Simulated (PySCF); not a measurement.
Bond curve of TlH

Set-up: Tl cc-pVTZ-PP with ECP60, H cc-pVTZ; scalar-relativistic core potentials (PySCF 2.14). Energies in eV from Tl + H in their ground configurations at the same level. State: ¹Σ⁺ (singlet), closed shell.

| R (Å) | PBE0 |
| --- | --- |
| 1.643 | -2.127 |
| 1.720 | -2.318 |
| 1.796 | -2.427 |
| 1.854 | -2.467 |
| 1.911 | -2.478 |
| 1.968 | -2.466 |
| 2.045 | -2.423 |
| 2.140 | -2.334 |
| 2.255 | -2.193 |
| 2.408 | -1.971 |

Question: Put a parabola through the three lowest points of the PBE0 curve and estimate Re, k and ωe (reduced mass 1.003 u; 1 eV/Å² = 0.16022 mdyn/Å; ωe = 1302.8·√(k/μ) cm⁻¹).

Answer: Through R = 1.854, 1.911, 1.968 Å the second-order coefficient is 3.54 eV/Å², so Re ≈ 1.910 Å, k ≈ 1.13 mdyn/Å and ωe ≈ 1385 cm⁻¹. A polynomial fit of higher order to the unrounded PBE0 energies gives Re = 1.909 Å, k = 1.13 mdyn/Å, ωe = 1380 cm⁻¹; anharmonicity and rounding make the difference.

The higher-order fit for each curve: PBE0: Re = 1.909 Å, ωe = 1380 cm⁻¹, De = 2.48 eV.

These are scalar-relativistic numbers at best; spin–orbit coupling would shift them, the dissociation energy most.
